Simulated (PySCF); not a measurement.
Computed properties of CH₆ClGeN, SMILES [CH3][Ge@H]([NH2])[Cl]

CH6ClGeN, SMILES [Ge@H]([CH3])([Cl])[NH2]. Geometry: ωB97X-D3(BJ)/def2-SVP. The structure was generated by enumeration; whether it is a known compound was not checked. The values are those of a single conformer. All values are computed for the isolated molecule unless a solvent is named; none is compared with measurement here.

**Structure.** All 24 harmonic modes at ωB97X-D3(BJ)/def2-SVP (PySCF) are real, so it is a minimum. With heavy atoms numbered as in [CH3:1][Ge@H:2]([NH2:3])[Cl:4], the shortest bond between them is Ge2–N3 at 1.818 Å and the longest Ge2–Cl4 at 2.185 Å.

**Vibrations.** The strongest infrared lines (harmonic, unscaled, degenerate partners summed) lie at 551 cm⁻¹ (218 km/mol, H 69 %, N 30 %), 2217 cm⁻¹ (122 km/mol, H 99 %), 830 cm⁻¹ (89 km/mol, H 81 %, C 16 %). The softest mode is at 110 cm⁻¹ and the zero-point energy is 45.6 kcal/mol.

**Electronic structure.** ωB97X/def2-TZVP (PySCF) places the frontier levels at -10.18 and 2.68 eV, a gap of 12.86 eV, and gives a dipole moment of 1.90 D and a mean polarisability of 59.9 bohr³. PBE/def2-TZVP (PySCF) at the same geometry gives -6.27 and -0.34 eV, so its gap is 6.93 eV narrower. An orbital gap is neither the optical nor the fundamental gap.

**Excitations.** TDDFT-B3LYP/def2-SVPD (PySCF) has S1 at 6.51 eV (191 nm, f = 0.058, bright); the most intense of the 10 singlets computed lies at 6.86 eV (f = 0.07). T1 (TDA) is at 6.02 eV. TDDFT-PBE/def2-SVPD (PySCF) puts S1 at 6.08 eV. No vertical singlet excitation falls in the visible range (under 3.1 eV).

**NMR.** GIAO shifts at PBE0/pcSseg-1 (PySCF) (non-relativistic, atoms alike by connectivity averaged): ¹³C at 5.4 ppm against TMS; ¹H from 1.0 to 5.8 ppm against TMS. Without spin–orbit terms, shifts of atoms bonded to Cl or Br come out too high.
